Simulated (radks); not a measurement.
Problem. All-electron atom: Os I in [Xe] 4f14 5d6 6s2. All-electron calculation, scalar-relativistic Kohn-Sham, PBE, spin-polarised, spherical densities, point nucleus; open shells are filled with parallel spins first (spin-orbit coupling, left out, can overturn this in heavy ions). Program: a radial shooting solver on a logarithmic mesh with Libxc functionals. Some entries of the table are withheld. Estimate them.

| orbital | occ. | eigenvalue (eV) | <1/r> (bohr^-1) |
|---|---|---|---|
| 1s down | 1 | -73880.63 | 90.51 |
| 1s up | 1 | -73880.63 | 90.51 |
| 2s up | 1 | -12866.71 | 21.18 |
| 2s down | 1 | -12866.50 | 21.18 |
| 2p up | 3 | -11202.18 | 19.05 |
| 2p down | 3 | -11202.01 | 19.05 |
| 3s up | 1 | -2994.078 | 7.849 |
| 3s down | 1 | -2994.009 | 7.849 |
| 3p up | 3 | -2505.437 | 7.212 |
| 3p down | 3 | -2505.358 | 7.212 |
| 3d up | 5 | -1960.066 | 6.804 |
| 3d down | 5 | -1959.919 | 6.804 |
| 4s up | 1 | -631.7478 | 3.346 |
| 4s down | 1 | -631.5478 | 3.346 |
| 4p up | 3 | -471.5048 | 3.033 |
| 4p down | 3 | -471.3199 | 3.032 |
| 4d up | 5 | -272.7020 | 2.706 |
| 4d down | 5 | -272.4855 | 2.707 |
| 5s up | 1 | -92.1328 | 1.331 |
| 5s down | 1 | -90.4093 | 1.341 |
| 4f up | 7 | -51.9025 | 2.238 |
| 5p up | 3 | (1) | 1.123 |
| 4f down | 7 | -51.5196 | 2.244 |
| 5p down | 3 | (2) | 1.133 |
| 5d up | 5 | (3) | (4) |
| 6s up | 1 | -6.6811 | 0.4368 |
| 6s down | 1 | -5.3616 | 0.4087 |
| 5d down | 1 | (5) | (6) |

Solution. 
(1) 5p up eigenvalue (eV): -51.6589
(2) 5p down eigenvalue (eV): -49.4412
(3) 5d up eigenvalue (eV): -7.2211
(4) 5d up <1/r> (bohr^-1): 0.7370
(5) 5d down eigenvalue (eV): -4.7891
(6) 5d down <1/r> (bohr^-1): 0.7172
